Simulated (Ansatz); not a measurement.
def2 core potentials replace the inner electrons of Sn.

Species: C$_{2}$H$_{5}$Cl$_{3}$Sn, SMILES `C[CH2][Sn]([Cl])([Cl])[Cl]` with one electron added (charge -1, multiplicity 2).

Task: Give a relaxed geometry from PBE0-D3(BJ)/def2-SVP (Ansatz, a first-principles code).

Result: the end point of this relaxation (outside a Z-matrix the atoms follow the SMILES, hydrogens last).
Cartesian coordinates (Å) in one orientation:
```xyz
11

C     -1.381    -0.624     0.170
C     -0.803     0.718    -0.205
Sn     1.550     0.678    -0.185
Cl     1.641    -1.352    -1.575
Cl     4.045     1.291    -0.348
Cl     1.626    -0.325     2.062
H     -1.040    -1.403    -0.530
H     -1.046    -0.923     1.175
H     -2.490    -0.622     0.166
H     -1.054     1.525     0.501
H     -1.047     1.038    -1.231
```
